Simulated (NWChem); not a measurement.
# Atomisation of GeS

```
Ge
S 1 2.0433
```
Charge 0, spin multiplicity 1.

All runs are NWChem calculations. All single points use one geometry, from PBE/def2-SVP, a minimum by its harmonic frequencies.

Basis set: def2-TZVP. The atomisation energy is electronic alone: no zero-point, thermal, spin-orbit or counterpoise terms. No value is extrapolated to the basis-set limit. Free atoms are single determinants with multiplicities Ge 3, S 3. Correlated methods freeze the same cores in atoms and molecule, 14 orbitals in all.

The Hamiltonian is non-relativistic. B3LYP has NWChem's definition, with VWN1-RPA local correlation. The structure started from a generated list of species. The stability of the SCF solutions was not checked. Open-shell Hartree-Fock references start from PBE0 orbitals. Coupled-cluster values serve here as a point of comparison, not as the truth.

```csv
method,atomisation energy (kcal/mol)
HF,74.5
PBE0,(withheld)
BP86,(withheld)
PBE,138.4
B3LYP,129.8
TPSS,134.2
MP2,132.2
CCSD(T),127.0
LC-wPBE (omega 0.3 per bohr),125.7
```

Question: What belongs in the gaps?

Answer: 
- PBE0, atomisation energy (kcal/mol): 130.2
- BP86, atomisation energy (kcal/mol): 138.2
